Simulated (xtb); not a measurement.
C5H5Cl, SMILES C=C=C/C=C/Cl. All values are semi-empirical tight-binding results from xtb (GFN2-xTB unless named), good for trends rather than for accurate numbers. Geometry optimised at GFN2-xTB. The structure was generated by enumeration; whether it is a known compound was not checked. The values are those of a single conformer.

```yaml
point_group_as_xtb_finds_it: Cs
orbital_gap: 3.38 eV
dipole_moment: 2.16 D
zero_point_energy: 48.7 kcal/mol
G − E(el) at 298.15 K (modified RRHO): 28.9 kcal/mol
static polarisability (D4 model): 71.4 bohr³
solvation energy, GFN2-xTB/ALPB(water): -2.1 kcal/mol
solvation energy, GFN2-xTB/ALPB(ether): -6.5 kcal/mol
```
